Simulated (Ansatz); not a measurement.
Basis-set extrapolation for C3H6OSi (`CC1[SiH2]C1=O`) (PBE0-D4/def2-TZVP geometry, frozen core, Ansatz). Multiplicity 1, RHF reference.

|  | def2-TZVPP | def2-QZVPP |
| --- | --- | --- |
| HF | -480.893564 | -480.911130 |
| MP2 correlation | -0.847252 | -0.905549 |
| CCSD(T) correlation | -0.923710 | not run |

Energies in hartree. Use E(X) = E(∞) + A·exp(−7.88·√X) for Hartree–Fock and E(X) = E(∞) + B·X^(−2.97) for correlation, with X = 3 and 4, and add CCSD(T) minus MP2 of the smaller set to the MP2 limit.

Q: What is the CCSD(T) energy at the basis-set limit?

A: HF limit: -480.911130 + (-0.017566) × 0.13774 = -480.91355. MP2 limit: -0.905549 + (-0.058297) × 0.74074 = -0.94873. Higher-order term: -0.923710 − (-0.847252) = -0.07646. Total: -481.93874 hartree, 318.9 kJ/mol below CCSD(T)/def2-TZVPP.
